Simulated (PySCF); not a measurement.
## Working out the ionisation energy of Te

Te [Kr] 4d10 5s2 5p4 (3P) → Te⁺ [Kr] 4d10 5s2 5p3 (4S). Computed with PySCF 2.14 in ANO-RCC-VTZP, with scalar relativity by spin-free X2C-1e. Frozen: [Ar] 3d10. Energies in hartree (1 hartree = 27.21139 eV):

| part | Te (lower) | Te⁺ (upper) |
| --- | --- | --- |
| UHF | -6790.634203 | -6790.348612 |
| CCSD correlation | -0.657502 | -0.628576 |
| (T) | -0.014396 | -0.013121 |

**Question.** What does Hartree-Fock give?

**Answer.** (-6790.348612) − (-6790.634203) = 0.285591 hartree = 7.771 eV.

**Question.** What do CCSD and CCSD(T) give?

**Answer.** The CCSD correlation energies differ by 0.028926 hartree = 0.787 eV and the triples by 0.001275 hartree = 0.035 eV, so CCSD gives 8.558 eV and CCSD(T) 8.593 eV.

Measured between the centres of the two terms (NIST): 8.749 eV, so CCSD(T) (valence and next inner shell) is off by -0.156 eV.

What remains against the reference includes basis incompleteness, the frozen core and higher excitations.
